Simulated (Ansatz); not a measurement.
Start from `C=CS` and change one atom or group to get `C=[C](S)[AlH][OH]`.

Ansatz, PBE0-D4/def2-TZVP geometries, multiplicity 1. Each molecule was computed in one conformer, which needn't be the lowest.

```json
{"property": "LUMO energy (ωB97M-V/def2-TZVPP) / eV", "`C=CS`": "2.12"}
{"property": "HOMO–LUMO gap (PBE/def2-TZVPP) / eV", "`C=CS`": "4.50"}
{"property": "HOMO energy (PBE/def2-TZVPP) / eV", "`C=CS`": "-5.44"}
{"property": "HOMO energy (PBE0/def2-TZVPP) / eV", "`C=CS`": "-6.52"}
{"property": "size of the dipole moment (ωB97M-V/def2-TZVPP) / D", "`C=CS`": "1.14"}
{"property": "LUMO energy (PBE/def2-TZVPP) / eV", "`C=CS`": "-0.94"}
```

Task: Give the same properties after the change, and the shifts. (An estimate is asked.)

Result: Computed: 
| property | `C=[C](S)[AlH][OH]` | shift |
| --- | --- | --- |
| LUMO energy (ωB97M-V/def2-TZVPP) / eV | 0.48 | -1.64 |
| HOMO–LUMO gap (PBE/def2-TZVPP) / eV | 3.34 | -1.16 |
| HOMO energy (PBE/def2-TZVPP) / eV | -5.41 | 0.03 |
| HOMO energy (PBE0/def2-TZVPP) / eV | -6.46 | 0.06 |
| size of the dipole moment (ωB97M-V/def2-TZVPP) / D | 1.92 | 0.78 |
| LUMO energy (PBE/def2-TZVPP) / eV | -2.06 | -1.12 |

With PBE0 the HOMO rises by 0.06 eV and the LUMO falls by 1.31 eV, so the gap narrows by about 1.37 eV. PBE moves the HOMO by 0.03 eV and ωB97M-V by 0.07 eV. Dipoles are sizes alone; their direction can turn.
